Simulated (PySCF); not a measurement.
**How methods differ on the ionisation energy of Eu⁶²⁺**

Eu⁶²⁺ 1s1 [1s1/2^1, M_J = 1/2] → Eu⁶³⁺ (bare nucleus), as a difference of total energies. All numbers are calculated (PySCF 2.14, the two-component X2C-1e Hamiltonian, in an uncontracted even-tempered set (15 s from 180 bohr⁻², ratio 2.4; 11 p from 230 bohr⁻², ratio 2.4; 3 d from 710 bohr⁻², ratio 2.6; 3 f from 1100 bohr⁻², ratio 2.6)). "Screened" scales the spin-orbit matrix elements by Boettger's factors to mimic the two-electron term; Breit and QED terms are absent.

| method | ionisation energy (eV) |
| --- | --- |
| GHF (screened spin-orbit) | 57193.8 |
| GHF (bare spin-orbit) | 57193.8 |

For one electron Hartree-Fock is exact for this Hamiltonian up to the basis; QED and nuclear recoil make up the gap, and the density functionals add self-interaction.

For comparison: 57120.64 ± 0.05 eV (theoretical estimate listed by NIST; NIST Atomic Spectra Database, ionization energies).
